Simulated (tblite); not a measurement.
Species: C5H9PS.
Numbering: `[CH2:1]=[CH:2][C@@H:3]1[CH2:4][CH2:5][P@H:6]1=[S:7]` (hydrogens: H8, H9 on C1; H10 on C2; H11 on C3; H12, H13 on C4; H14, H15 on C5; H16 on P6)

Computed with GFN2-xTB (tblite), gas phase: L-BFGS steps from a force-field or distance-geometry start until the largest atomic force falls under 0.01 eV/Å.

Geometry at step 6:
```
atom  x, y, z in Å
C1      2.2259    0.4759   -0.8102
C2      1.6947   -0.4485   -0.0167
C3      0.2952   -0.3547    0.4245
C4     -0.8540   -1.0833   -0.2938
C5     -1.9274   -0.2136    0.3767
P6     -0.7330    1.2173    0.3230
S7     -0.6542    2.6547    1.6329
H8      3.2399    0.3823   -1.1372
H9      1.6573    1.3383   -1.1318
H10     2.2671   -1.2996    0.3363
H11     0.2018   -0.6037    1.4882
H12    -0.8138   -0.8227   -1.3481
H13    -0.9124   -2.1678   -0.1816
H14    -2.9291   -0.1378   -0.0324
H15    -1.9616   -0.4871    1.4330
H16    -0.8041    1.5593   -1.0744
```

**Question.** What forces act on the atoms?

**Answer.** 
```json
{"atom": "C1", "Fx (eV/Å)": "-0.136", "Fy (eV/Å)": "-0.555", "Fz (eV/Å)": "0.387"}
{"atom": "C2", "Fx (eV/Å)": "0.207", "Fy (eV/Å)": "0.495", "Fz (eV/Å)": "-0.603"}
{"atom": "C3", "Fx (eV/Å)": "-0.094", "Fy (eV/Å)": "0.143", "Fz (eV/Å)": "0.128"}
{"atom": "C4", "Fx (eV/Å)": "-0.115", "Fy (eV/Å)": "0.214", "Fz (eV/Å)": "-0.015"}
{"atom": "C5", "Fx (eV/Å)": "-0.013", "Fy (eV/Å)": "0.022", "Fz (eV/Å)": "0.054"}
{"atom": "P6", "Fx (eV/Å)": "0.021", "Fy (eV/Å)": "0.214", "Fz (eV/Å)": "0.127"}
{"atom": "S7", "Fx (eV/Å)": "-0.038", "Fy (eV/Å)": "-0.414", "Fz (eV/Å)": "-0.490"}
{"atom": "H8", "Fx (eV/Å)": "0.226", "Fy (eV/Å)": "0.181", "Fz (eV/Å)": "-0.136"}
{"atom": "H9", "Fx (eV/Å)": "0.066", "Fy (eV/Å)": "-0.080", "Fz (eV/Å)": "0.024"}
{"atom": "H10", "Fx (eV/Å)": "-0.069", "Fy (eV/Å)": "0.082", "Fz (eV/Å)": "-0.096"}
{"atom": "H11", "Fx (eV/Å)": "0.204", "Fy (eV/Å)": "-0.051", "Fz (eV/Å)": "0.168"}
{"atom": "H12", "Fx (eV/Å)": "0.035", "Fy (eV/Å)": "-0.207", "Fz (eV/Å)": "-0.252"}
{"atom": "H13", "Fx (eV/Å)": "-0.045", "Fy (eV/Å)": "0.190", "Fz (eV/Å)": "0.144"}
{"atom": "H14", "Fx (eV/Å)": "0.005", "Fy (eV/Å)": "-0.088", "Fz (eV/Å)": "-0.153"}
{"atom": "H15", "Fx (eV/Å)": "-0.379", "Fy (eV/Å)": "0.012", "Fz (eV/Å)": "0.093"}
{"atom": "H16", "Fx (eV/Å)": "0.126", "Fy (eV/Å)": "-0.157", "Fz (eV/Å)": "0.620"}
```

The largest, 0.81 eV/Å, acts on C2; the rms over all components is 0.237 eV/Å. The forces sum to zero within rounding, as they must for an isolated molecule in no field.

**Question.** Give the force on C2 in Eh/bohr and in nN.

**Answer.** 0.807 eV/Å ÷ 51.422 = 0.01570 Eh/bohr, and 0.807 eV/Å × 1.602 = 1.29 nN.

**Question.** How far is this geometry from the end of the optimisation?

**Answer.** 0.259 eV above it, and 0.405 Å rms away after alignment. The bonds farthest from their final lengths, with half the difference of the two atoms' forces along the bond (positive lengthens):

```
  bond  now (Å)  final (Å)  force along bond (eV/Å)
P6–H16    1.440      1.399                    -0.29
 P6=S7    1.946      1.927                    -0.44
 C2–C3    1.470      1.487                    +0.24
 C3–P6    1.881      1.866                     0.00
 C1=C2    1.329      1.319                    -0.73
 C3–C4    1.539      1.547                    +0.02
```

The angle farthest from its final value is P6–C3–H11, 101.3° against 107.7°.

Of the 5 listed bonds off by 0.010 Å or more, this force points towards the final length in 4.

The cost below is that of the whole relaxation. On Arm Neoverse V1, one thread, on a shared host, this took 0.56 s.
